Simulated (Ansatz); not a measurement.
Single points on the cluster Rb₃Br₃⁺.

```yaml
crystal:
  periodic: [false, false, false]
  atoms:
    - {symbol: Rb, position_ang: [-2.294984, -3.654589, 0.002190]}
    - {symbol: Rb, position_ang: [3.238817, 0.097376, -0.035738]}
    - {symbol: Rb, position_ang: [-1.344916, 2.974028, 0.041870]}
    - {symbol: Br, position_ang: [1.827718, 2.941133, 0.001272]}
    - {symbol: Br, position_ang: [0.558392, -1.990352, 0.152900]}
    - {symbol: Br, position_ang: [-1.985038, -0.367596, -0.162484]}
basis:
  gaussian: {orbitals: def2-TZVP, initial_orbitals: start.molden}
total_charge: 1
magnetization: {spin_polarized: true, initial_magnetization: 1}
hamiltonian: {xc: pbe0, dispersion: d4}
scf: {omitted_lower_state_checks: [starts]}
output: {orbitals: {seedname: orbitals}}
```

The file start.molden holds the orbitals of an earlier run on this structure, at another level or in another basis.

```sh
$ ansatz run in.yaml --threads 4 --pin off --events-out ev --progress --plain --max-ram 4787MiB
```

Shortened log:

```
Functional definition: PBE0
1992 factors; integrals over basis functions are off by at most 7.0e-4 eV
mean field evaluation 1: about -212083.1823 eV, gradient 1.5e2 eV
mean field evaluation 2: about -212084.0945 eV, gradient 2.5e0 eV
mean field evaluation 4: about -212084.2317 eV, gradient 4.3e-1 eV
mean field evaluation 8: about -212084.2465 eV, gradient 1.9e-2 eV
mean field -212084.24650015 eV, -7793.9523030149 hartree, gradient 2.5e-5 eV, S^2 0.754137; 0 other end points of the search recorded, 0 dependent functions left out
reference -212084.24657145 eV, -7793.9523056354 hartree; 66, 65 occupied and 177, 178 virtual orbitals, 1992 factors
Total energy: -212084.42420253 eV, -7793.9588334571 hartree
Checks for a lower state left out: starts
```

It took 22 s on 4 threads of Arm Neoverse V2 on a shared host, peak host memory 1.3 GiB.

First input, but with `hamiltonian: {xc: r2scan, dispersion: d4}` (abridged; 75 s):

```
Functional definition: r2SCAN
mean field evaluation 16: about -212108.9190 eV, gradient 2.5e-5 eV
mean field -212108.91900106 eV, -7794.8590006999 hartree, gradient 5.9e-6 eV, S^2 0.753434
Total energy: -212108.96205113 eV, -7794.8605827609 hartree
Checks for a lower state left out: starts
```

Geometry: PBE-D4/def2-SVP.

In the def2 sets Rb takes a core potential; there is no spin–orbit coupling. At r2SCAN-D4/def2-TZVP the gap within one spin of the charge 1 doublet nearly closes, so an electron or hole may be smeared out by delocalisation error. The structure comes from a short search, and lower isomers may exist.
